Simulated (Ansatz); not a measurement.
`[BH2][AlH][CH2]OC` + `CO[SiH](O)F` → `CO[CH2][AlH][CH3]` + `BO[SiH](O)F`  (redistribution)

Gas-phase electronic energies from Ansatz, PBE0-D4/def2-TZVP geometries. CCSD(T)/CBS is the MP2 limit (def2-TZVPP, def2-QZVPP) plus CCSD(T) − MP2 in def2-TZVPP, frozen cores. Functionals use def2-TZVPP. B3LYP here is the variant with VWN-RPA as its local correlation; programs differ in this. HSE06 is defined as in plane-wave codes. Each species was taken in one conformer, which may not be the lowest.

```
             level  ΔE (kcal/mol)  difference from CCSD(T)/CBS
       LDA (SPW92)          -53.7                          9.5
            PBE-D4          -55.4                          7.8
         revPBE-D4          -55.0                          8.2
           BLYP-D4          -59.1                          4.1
            B97M-V          -62.1                          1.1
          B3LYP-D4          -61.6                          1.6
        r2SCANh-D4          -60.8                          2.4
        r2SCAN0-D4          -62.0                          1.2
          HSE06-D4          -58.6                          4.6
          BHLYP-D4          -64.5                         -1.3
      CAM-B3LYP-D4          -63.4                         -0.2
           ωB97X-V          -61.5                          1.7
           ωB97M-V          -63.4                         -0.2
            B2PLYP          -63.9                         -0.7
          PBE-QIDH          -62.6                          0.6
               PBE          -55.9                          7.3
            revPBE          -56.7                          6.5
            r2SCAN          -59.9                          3.3
              PBE0          -59.0                          4.2
             B3LYP          -62.3                          0.9
           r2SCANh          -60.9                          2.3
           r2SCAN0          -62.0                          1.2
             HSE06          -58.9                          4.3
             BHLYP          -65.0                         -1.8
         CAM-B3LYP          -63.7                         -0.5
           LC-ωPBE          -61.8                          1.4
       HF/def2-SVP          -67.2                         -4.0
      MP2/def2-SVP          -66.5                         -3.3
     CCSD/def2-SVP          -63.3                         -0.1
  CCSD(T)/def2-SVP          -62.6                          0.6
     HF/def2-TZVPP          -68.3                         -5.1
SCS-MP2/def2-TZVPP          -65.6                         -2.4
   CCSD/def2-TZVPP          -63.7                         -0.5
CCSD(T)/def2-TZVPP          -62.7                          0.5
     HF/def2-QZVPP          -68.6                         -5.4
    MP2/def2-QZVPP          -66.6                         -3.4
SCS-MP2/def2-QZVPP          -66.1                         -2.9
      HF/CBS(def2)          -68.7                         -5.5
     MP2/CBS(def2)          -66.7                         -3.5
    CCSD/CBS(def2)          -64.2                         -1.0
       CCSD(T)/CBS          -63.2                            0
```

Largest T1 diagnostic among the species: 0.014.

From r2SCAN to r2SCAN0 (25 % exact exchange), in def2-TZVPP and without D4, ΔE moves by −2.1 kcal/mol. The D4 term adds +0.8 kcal/mol with B3LYP and +0.3 kcal/mol with PBE0; it sums over pairs of atoms, weighted by their polarisabilities, and B3LYP, whose exchange is more repulsive, gets the larger term.
